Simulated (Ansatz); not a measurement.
Reaction (substitution at a C–C bond): `CC[Si](Cl)(Cl)Cl` + `[OH][In]([SH])[O][SiH3]` → `C[O][In]([SH])[O][SiH3]` + `C[Si](Cl)(Cl)Cl`

Program: Ansatz. Geometries: PBE0-D4/def2-TZVP. ΔE: electronic, gas phase. CCSD(T)/CBS adds triple-zeta CCSD(T) − MP2 to the extrapolated MP2 energy (def2 sets, frozen cores). DFT in def2-TZVPP. Elements past krypton have def2 core potentials. For In outer-core shells are correlated without core-valence functions, which leaves a few kJ/mol of doubt a bond. Each species was taken in one conformer, which may not be the lowest.

CCSD(T)/CBS gives +13.7 kcal/mol.

Question: Another level gave +13.8 kcal/mol. Which?
A. PBE-QIDH/def2-TZVPP
B. HF/def2-TZVPP
C. r2SCANh/def2-TZVPP
D. CAM-B3LYP/def2-TZVPP

Answer: A. PBE-QIDH 13.8, CAM-B3LYP 11.6, r2SCANh 12.7, HF/def2-TZVPP 10.0 kcal/mol.

Largest T1 diagnostic among the species: 0.016.

From BLYP to BHLYP (50 % exact exchange), in def2-TZVPP and without D4, ΔE moves by +0.8 kcal/mol. Leaving LDA and LC-ωPBE aside and taking each functional with its dispersion term where it has one, the values, not all of them listed here, spread over 2.3 kcal/mol, from BLYP-D4 to PBE-QIDH. LDA lies +1.2 kcal/mol from PBE without D4. At CCSD(T), def2-SVP lies −2.0 kcal/mol from the extrapolated value and def2-TZVPP −0.7 kcal/mol.

CCSD(T)/CBS has its own doubt, a few kJ/mol and more with outer-core shells, so smaller differences from it don't rank the levels.
